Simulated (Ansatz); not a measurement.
Reactions of CH5NSSi, SMILES `N=C([SiH3])S`.

Computed with Ansatz on PBE0-D4/def2-TZVP structures; ΔE is electronic, products minus reactants. CCSD(T)/CBS adds triple-zeta CCSD(T) − MP2 to the extrapolated MP2 energy (def2 sets, frozen cores). This one scheme is used for every species, atoms too. No spin–orbit coupling; open shells (•) take unrestricted orbitals. Spin–orbit coupling would lower the free atoms: a little for C, S, Si. One conformer a species, not always the lowest.

(1) Order these by ΔE at CCSD(T)/CBS, lowest first. (Estimate.)
A. `N=C([SiH3])S` → `N=CS` + `[SiH2]`
B. `N=C([SiH3])S` + H–F → `N=C(F)S` + SiH₄
C. `N=C([SiH3])S` → C• + 5 H• + N• + S• + Si•
D. `N=C([SiH3])S` + H₂ → `N=CS` + SiH₄
E. `N=C([SiH3])S` → `NC1[SiH2]S1`
F. `N=C([SiH3])S` + `BS` → `BSC(=N)[SiH3]` + H₂S
G. `N=C([SiH3])S` + `O[SiH3]` → `N=C([SiH3])O[SiH3]` + H₂S

Largest T1 diagnostic: 0.015, for `BSC(=N)[SiH3]`.

Results:

(1) E (-56.0 kJ/mol), D (-27.6 kJ/mol), G (-10.2 kJ/mol), F (+0.2 kJ/mol), B (+49.7 kJ/mol), A (+228.4 kJ/mol), C (+2980.3 kJ/mol).
